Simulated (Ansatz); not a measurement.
One change: `NB(S)Br` becomes `NB(N)S`.

Ansatz, PBE0-D4/def2-TZVP geometries, multiplicity 1. Each molecule was computed in one conformer, which needn't be the lowest.

Scalar relativity is left out up to krypton.

```tsv
property	`NB(S)Br`
LUMO energy (PBE/def2-TZVPP) / eV	-0.75
HOMO energy (B3LYP/def2-TZVPP) / eV	-7.28
HOMO–LUMO gap (PBE/def2-TZVPP) / eV	5.53
size of the dipole moment (ωB97M-V/def2-TZVPP) / D	1.89
HOMO energy (PBE/def2-TZVPP) / eV	-6.29
LUMO energy (ωB97M-V/def2-TZVPP) / eV	1.83
```

(1) What does the change do to each property? (Best estimate.)

Results:

(1) The calculation gave: 
| property | `NB(N)S` | shift |
| --- | --- | --- |
| LUMO energy (PBE/def2-TZVPP) / eV | -0.35 | 0.40 |
| HOMO energy (B3LYP/def2-TZVPP) / eV | -6.58 | 0.70 |
| HOMO–LUMO gap (PBE/def2-TZVPP) / eV | 5.22 | -0.31 |
| size of the dipole moment (ωB97M-V/def2-TZVPP) / D | 2.43 | 0.54 |
| HOMO energy (PBE/def2-TZVPP) / eV | -5.57 | 0.72 |
| LUMO energy (ωB97M-V/def2-TZVPP) / eV | 1.95 | 0.12 |

With PBE0 the HOMO rises by 0.70 eV and the LUMO rises by 0.34 eV, so the gap narrows by about 0.36 eV. PBE moves the HOMO by 0.72 eV and ωB97M-V by 0.68 eV. Dipoles are sizes alone; their direction can turn.

B3LYP here is the variant with VWN-RPA as its local correlation; programs differ in this.

Spin–orbit coupling is left out; it splits and shifts lone-pair levels of the heavy atoms by tenths of an eV.
